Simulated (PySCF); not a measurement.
## DySi: frontier orbitals

TPSS at R = 2.836 Å; Dy x2c-SVPall, Si x2c-SVPall; spin-free X2C with a Gaussian nucleus (PySCF 2.14). State: septet, about 9.8 electrons in the 4f shell (Mulliken), real f orbitals that mix terms. Only the outer orbitals are listed, counted within each symmetry.

| spin | orbital | occ. | ε (eV) | on Dy (%) | main shells (%) |
| --- | --- | --- | --- | --- | --- |
| α | 9π | 1 | -4.03 | 24 | 76 Si p, 18 Dy d |
| α | 9π | 1 | -3.99 | 26 | 74 Si p, 18 Dy d |
| α | 18σ | 0 | -2.79 | 76 | 49 Dy s, 24 Si p, 19 Dy d |
| α | 4δ | 0 | -1.38 | 100 | 100 Dy d |
| α | 4δ | 0 | -1.33 | 99 | 98 Dy d |
| β | 16σ | 1 | -3.95 | 69 | 64 Dy s, 28 Si p |
| β | 8π | 1 | -3.17 | 97 | 97 Dy f |
| β | 1φ | 1 | -2.91 | 99 | 99 Dy f |
| β | 17σ | 1 | -2.87 | 93 | 84 Dy f |
| β | 18σ | 0 | -2.53 | 62 | 37 Si p, 19 Dy d, 18 Dy s |
| β | 9π | 0 | -2.40 | 42 | 57 Si p, 35 Dy d |
| β | 8π | 0 | -2.39 | 38 | 62 Si p, 32 Dy d |

Problem. Which are the highest filled and the lowest empty level, where do they sit, and how wide is the gap?

Solution. Highest filled β 17σ at -2.87 eV (in %: 84 Dy f); lowest empty α 18σ at -2.79 eV (in %: 49 Dy s, 24 Si p, 19 Dy d); the gap at TPSS is 0.08 eV.

* bond order (Mayer): 1.87
* ⟨S²⟩: 12.237
* charge on Dy (Mulliken, basis-dependent): 0.29
* charge on Dy (Löwdin, basis-dependent): 0.08
* dipole moment (positive dipole means Dy(−)Si(+)): -5.01 D

Spin–orbit coupling is left out. With d or f electrons several states lie close, and the lowest PBE0 determinant need not be the measured ground state.
